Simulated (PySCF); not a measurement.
# Bond length, frequency and bond energy of LiGa⁺ by level of theory

State: ²Σ⁺ (doublet), unpaired electrons σ ↑. Set-up: basis Li def2-SVP, Ga def2-SVP; no relativity; PySCF 2.14. De refers to Li⁺ + Ga in their high-spin ground configurations, without counterpoise correction. The functionals are run spin-unrestricted. A positive dipole points towards Ga; it is taken about the centre of mass and depends on that origin.

```json
{"Level": "UHF", "Re (Å)": "3.109", "ωe (cm⁻¹)": "187", "De (eV)": "1.10", "μ (D)": "-9.10", "CPU s a point (SCF and correlation, without the integrals)": "0.072"}
{"Level": "UHF-MP2", "Re (Å)": "3.082", "ωe (cm⁻¹)": "189", "De (eV)": "1.06", "μ (D)": "n/a", "CPU s a point (SCF and correlation, without the integrals)": "0.12"}
{"Level": "UHF-SCS-MP2", "Re (Å)": "3.096", "ωe (cm⁻¹)": "187", "De (eV)": "1.06", "μ (D)": "n/a", "CPU s a point (SCF and correlation, without the integrals)": "n/a"}
{"Level": "UHF-CCSD", "Re (Å)": "3.093", "ωe (cm⁻¹)": "189", "De (eV)": "1.06", "μ (D)": "n/a", "CPU s a point (SCF and correlation, without the integrals)": "n/a"}
{"Level": "UHF-CCSD(T)", "Re (Å)": "3.092", "ωe (cm⁻¹)": "190", "De (eV)": "1.05", "μ (D)": "n/a", "CPU s a point (SCF and correlation, without the integrals)": "1.8"}
{"Level": "PBE", "Re (Å)": "3.128", "ωe (cm⁻¹)": "171", "De (eV)": "1.23", "μ (D)": "-8.64", "CPU s a point (SCF and correlation, without the integrals)": "0.44"}
{"Level": "TPSS", "Re (Å)": "3.092", "ωe (cm⁻¹)": "178", "De (eV)": "1.21", "μ (D)": "-8.72", "CPU s a point (SCF and correlation, without the integrals)": "0.7"}
{"Level": "r²SCAN", "Re (Å)": "3.090", "ωe (cm⁻¹)": "184", "De (eV)": "1.10", "μ (D)": "-9.00", "CPU s a point (SCF and correlation, without the integrals)": "0.63"}
{"Level": "PBE0", "Re (Å)": "3.074", "ωe (cm⁻¹)": "183", "De (eV)": "1.18", "μ (D)": "-8.73", "CPU s a point (SCF and correlation, without the integrals)": "0.67"}
{"Level": "B97-3", "Re (Å)": "3.072", "ωe (cm⁻¹)": "188", "De (eV)": "1.11", "μ (D)": "-8.81", "CPU s a point (SCF and correlation, without the integrals)": "0.38"}
{"Level": "MN15", "Re (Å)": "3.014", "ωe (cm⁻¹)": "209", "De (eV)": "1.00", "μ (D)": "-9.19", "CPU s a point (SCF and correlation, without the integrals)": "0.68"}
{"Level": "CAM-B3LYP", "Re (Å)": "3.006", "ωe (cm⁻¹)": "197", "De (eV)": "1.19", "μ (D)": "-8.69", "CPU s a point (SCF and correlation, without the integrals)": "0.66"}
```

The bond length runs from 3.006 Å (CAM-B3LYP) to 3.128 Å (PBE). De spans 1.00 eV (MN15, hybrid meta-GGA) to 1.23 eV (PBE, GGA). Correlation at CCSD(T) changes the Hartree–Fock bond energy by -0.05 eV; the triples alone change it by -0.01 eV.

Correlated steps freeze 9 core orbitals. Correlated levels converge slowly with the basis: in double zeta they bind strong bonds too weakly, by up to about 1 eV, and carry superposition errors of some tenths. Spin–orbit coupling is left out. For an ion De counts to the pair picked by the measured ionisation energies or electron affinities, which need not be the lowest pair at this level. The state was picked by a PBE0 search and need not be the measured ground state.

The whole job (state search and all levels along the bond) took about 1.4 min on 1 thread of Arm Neoverse V1 (shared host), peak memory 0.48 GiB.
